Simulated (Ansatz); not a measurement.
`[GeH3][TeH]` + H–F → `[F][GeH3]` + H₂Te at 600 K and 1 bar (ligand exchange at a Ge–Te bond).

Calculated with Ansatz (gas phase, PBE0-D4/def2-TZVP geometries, no zero-point term in ΔE). CCSD(T)/CBS is the MP2 limit (def2-TZVPP, def2-QZVPP) plus CCSD(T) − MP2 in def2-TZVPP, frozen cores. This one scheme is used for every species. def2 core potentials past Kr. For Ge, Te outer-core shells are correlated without core-valence functions, which leaves a few kJ/mol of doubt a bond. Scalar relativity is left out up to krypton.

```
      species  CCSD(T)/CBS energy (Eh)  H − E (kJ/mol)  S (J/(mol·K))
`[GeH3][TeH]`              -2346.24724           119.1          369.0
          H–F               -100.39570            42.3          194.0
  `[F][GeH3]`              -2177.72589            97.6          296.3
         H₂Te               -268.91024            52.9          255.0
```

H − E and S are ideal-gas, rigid-rotor, harmonic terms from PBE0-D4/def2-TZVP. 1 Eh = 2625.50 kJ/mol, R = 8.31446 J/(mol·K).

Q: By hand: ΔE, ΔH, ΔS and ΔG.

A: ΔE = (-2177.72589) + (-268.91024) − (-2346.24724) − (-100.39570) = 0.00681 Eh = 17.9 kJ/mol. Δ(H − E) = 97.6 + 52.9 − 119.1 − 42.3 = -10.9, so ΔH = 7.0 kJ/mol. ΔS = 296.3 + 255.0 − 369.0 − 194.0 = -11.7 J/(mol·K). ΔG = 7.0 − 600 × (-11.7)/1000 = 14.0 kJ/mol.

Q: By hand: the equilibrium constant, and the temperature at which ΔG would vanish if ΔH and ΔS stayed fixed.

A: log₁₀ K = −ΔG/(RT ln 10) = -1.2. ΔH and −TΔS have one sign here, so there is no such temperature.

TΔS isn't small against ΔH here. A doubt of 5 kJ/mol in ΔE shifts log₁₀ K by 0.4 here. These are equilibria of isolated gas molecules and say nothing of rates. Largest T1 diagnostic: 0.012 (customary marks: 0.02 for closed shells, 0.045 for open ones).
